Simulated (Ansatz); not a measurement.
Geometry optimisation, Ansatz 0.2.0, RKS PBE0/def2-SVP.

The input (input.yaml):

```yaml
crystal:
  periodic: [false, false, false]
  atoms:
    - { symbol: C, position_ang: [-0.2047, 0.95, -0.0649] }
    - { symbol: O, position_ang: [-0.7627, -0.2686, -0.446] }
    - { symbol: B, position_ang: [-2.07505, -0.32776, 0.15896] }
    - { symbol: F, position_ang: [-2.26448, -0.86432, 1.56655] }
    - { symbol: H, position_ang: [-0.212, 1.1078, 1.0134] }
    - { symbol: H, position_ang: [-0.941, 1.7901, -0.4661] }
    - { symbol: H, position_ang: [0.774, 1.1879, -0.5266] }
    - { symbol: H, position_ang: [-3.02932, 0.11087, -0.36435] }
basis:
  gaussian: { orbitals: def2-SVP }
hamiltonian:
  xc: pbe0
relax:
  f_tol: 0.015
  max_steps: 40
```

Launched with:

```bash
$ ansatz run input.yaml --threads 1 --pin off --max-ram 2048MiB --backend cpu --events-out ev --progress --plain --runs-dir out
```

Problem. Where does it end, and by what steps?

Solution. It converged. After 12 steps the energy has fallen by 1.575 eV; F4 moved furthest, 1.00 Å.

```tsv
step	energy less start (eV)	largest force component (eV/Å)	accepted
0	0.0000	4.707	yes
1	-0.8228	2.537	yes
2	-0.8411	1.626	yes
3	-1.0856	0.370	yes
4	-1.1497	0.387	yes
5	-1.1826	0.903	yes
6	-1.2414	0.872	yes
7	-1.4102	0.661	yes
8	-1.5307	0.525	yes
9	-1.5696	0.496	yes
10	-1.5744	0.120	yes
11	-1.5751	0.048	yes
12	-1.5754	0.007	yes
```

```xyz
8
Properties=species:S:1:pos:R:3
C -0.230 1.096 -0.034
O -0.799 -0.082 0.476
B -2.095 -0.382 0.331
F -2.525 -1.520 0.853
H 0.191 1.688 0.793
H -0.969 1.712 -0.572
H 0.587 0.838 -0.724
H -2.874 0.337 -0.251
```

The run took 37 s on 1 thread of Arm Neoverse V1, on a shared host, peak memory 0.24 GiB.
